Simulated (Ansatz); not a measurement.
`N[SiH2][S][GeH3]` → `[S][GeH3]`• + `N[SiH2]`•  (homolysis of the S–Si bond)

Computed with Ansatz on PBE0-D4/def2-TZVP structures; ΔE is electronic, products minus reactants. CCSD(T)/CBS adds triple-zeta CCSD(T) − MP2 to the extrapolated MP2 energy (def2 sets, frozen cores). DFT in def2-TZVPP. No spin–orbit coupling; open shells (•) take unrestricted orbitals. For Ge outer-core shells are correlated without core-valence functions, which leaves a few kJ/mol of doubt a bond. Scalar relativity is left out up to krypton. Each species was taken in one conformer, which may not be the lowest.

`N[SiH2][S][GeH3]`:

Z-matrix (Å, degrees):
```
Si
S 1 2.147
N 1 1.708 2 113.0
H 1 1.484 2 109.4 3 119.4
H 1 1.486 2 107.5 3 -120.8
Ge 2 2.223 1 97.0 3 165.2
H 3 1.008 1 120.3 2 -64.4
H 3 1.007 1 119.6 2 79.7
H 6 1.533 2 106.4 1 162.7
H 6 1.538 2 109.6 1 43.2
H 6 1.536 2 110.1 1 -77.4
```

`[S][GeH3]`•:

Cartesian coordinates in Å:
```
S 1.085 1.261 -1.218
Ge -0.089 -0.072 0.097
H -1.591 0.064 -0.195
H 0.397 -1.486 -0.259
H 0.198 0.233 1.575
```

`N[SiH2]`•:

Z-matrix (Å, degrees):
```
N
Si 1 1.725
H 1 1.008 2 119.9
H 1 1.008 2 119.9 3 143.6
H 2 1.493 1 107.3 3 167.6
H 2 1.493 1 107.3 3 48.9
```

| level | ΔE (kJ/mol) |
| --- | --- |
| revPBE-D4 | 368.4 |
| r2SCAN0-D4 | 372.6 |
| ωB97X-V | 390.4 |
| MP2/def2-TZVPP | 405.7 |

**Question.** What does CCSD(T)/CBS give? (An estimate is asked.)

**Answer.** The calculation gave: +398.2 kJ/mol. The listed levels differ from it by -29.8, -25.6, -7.8, 7.5 kJ/mol.

Largest T1 diagnostic among the species: 0.015.

From PBE to PBE0 (25 % exact exchange), in def2-TZVPP and without D4, ΔE moves by +6.3 kJ/mol. At CCSD(T), def2-SVP lies −40.9 kJ/mol from the extrapolated value and def2-TZVPP −15.7 kJ/mol: correlation converges slowly with the basis, and small sets miss more of it in the bonded molecule than in its fragments. The D4 term adds +18.6 kJ/mol with B3LYP and +10.2 kJ/mol with PBE0; it sums over pairs of atoms, weighted by their polarisabilities, and B3LYP, whose exchange is more repulsive, gets the larger term.

B3LYP here is the variant with VWN-RPA as its local correlation; programs differ in this.
